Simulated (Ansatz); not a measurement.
Isolated molecules relaxed with PBE0-D4/def2-TZVP in Ansatz; ΔE leaves out vibrations. CCSD(T)/CBS adds triple-zeta CCSD(T) − MP2 to the extrapolated MP2 energy (def2 sets, frozen cores). This one scheme is used for every species. Functionals use def2-TZVPP. HSE06 is defined as in plane-wave codes. For Ge outer-core shells are correlated without core-valence functions, which leaves a few kJ/mol of doubt a bond. Scalar relativity is left out up to krypton. One conformer a species, not always the lowest.

Reaction (ligand exchange at the Si–C bond): `CC[SiH2]N` + `[SH][GeH3]` → `N[SiH2][S][GeH3]` + `CC`

`CC[SiH2]N`:

Z-matrix (Å, degrees):
```
C
C 1 1.526
H 1 1.093 2 111.4
H 1 1.093 2 111.7 3 120.1
H 1 1.093 2 111.5 3 -119.7
Si 2 1.871 1 113.2 3 60.7
H 2 1.095 1 110.9 3 -61.0
H 2 1.097 1 110.2 3 -178.0
N 6 1.724 2 110.3 1 178.7
H 6 1.498 2 107.4 1 53.0
H 6 1.490 2 111.3 1 -63.8
H 9 1.008 6 120.0 2 -61.1
H 9 1.007 6 119.1 2 157.3
```

`[SH][GeH3]`:

```xyz
6

S     1.193   -0.993   -0.745
Ge   -0.520    0.195    0.030
H     2.062   -0.539    0.173
H    -0.206    1.697   -0.042
H    -0.837   -0.203    1.479
H    -1.691   -0.157   -0.895
```

`N[SiH2][S][GeH3]`:

Z-matrix (Å, degrees):
```
Si
S 1 2.147
N 1 1.708 2 113.0
H 1 1.484 2 109.4 3 119.4
H 1 1.486 2 107.5 3 -120.8
Ge 2 2.223 1 97.0 3 165.2
H 3 1.008 1 120.3 2 -64.4
H 3 1.007 1 119.6 2 79.7
H 6 1.533 2 106.4 1 162.7
H 6 1.538 2 109.6 1 43.2
H 6 1.536 2 110.1 1 -77.4
```

`CC`:

Cartesian coordinates in Å:
```
C -0.194 -0.693 -0.241
C 0.194 0.693 0.241
H -0.619 -1.292 0.568
H -0.940 -0.644 -1.038
H 0.669 -1.236 -0.633
H 0.619 1.292 -0.568
H 0.940 0.644 1.038
H -0.669 1.236 0.633
```

```tsv
level	ΔE (kJ/mol)	difference from CCSD(T)/CBS
PBE-D4	-83.2	0.0
HSE06-D4	-84.1	-0.9
CAM-B3LYP-D4	-78.1	5.1
B2PLYP	-81.0	2.2
PBE	-81.2	2.0
revPBE	-81.2	2.0
PBE0	-82.1	1.1
BHLYP	-79.3	3.9
HF/def2-SVP	-78.7	4.5
MP2/def2-SVP	-80.9	2.3
CCSD/def2-SVP	-76.0	7.2
HF/def2-TZVPP	-80.3	2.9
SCS-MP2/def2-TZVPP	-82.2	1.0
CCSD(T)/def2-TZVPP	-79.6	3.6
HF/CBS(def2)	-79.8	3.4
MP2/CBS(def2)	-88.8	-5.6
CCSD(T)/CBS	-83.2	0
```

Q: What do rigid-rotor, harmonic-oscillator terms from PBE0-D4/def2-TZVP frequencies (298.15 K, 1 bar) make of the CCSD(T)/CBS value? (Best estimate.)

A: The calculation gave: ΔZPE = +8.1 kJ/mol, ΔH = -74.4 kJ/mol, ΔS = -7 J/(mol·K), ΔG = -72.4 kJ/mol. Modes under 50 cm⁻¹ make the entropy rough.

Largest T1 diagnostic among the species: 0.011.

At CCSD(T), def2-SVP lies +6.5 kJ/mol from the extrapolated value and def2-TZVPP +3.6 kJ/mol. The D4 term adds −3.6 kJ/mol with B3LYP and −1.9 kJ/mol with PBE0; it sums over pairs of atoms, weighted by their polarisabilities, and B3LYP, whose exchange is more repulsive, gets the larger term. Leaving LDA and LC-ωPBE aside and taking each functional with its dispersion term where it has one, the values, not all of them listed here, spread over 6.7 kJ/mol, from r2SCAN0-D4 to CAM-B3LYP-D4.

B3LYP here is the variant with VWN-RPA as its local correlation; programs differ in this.
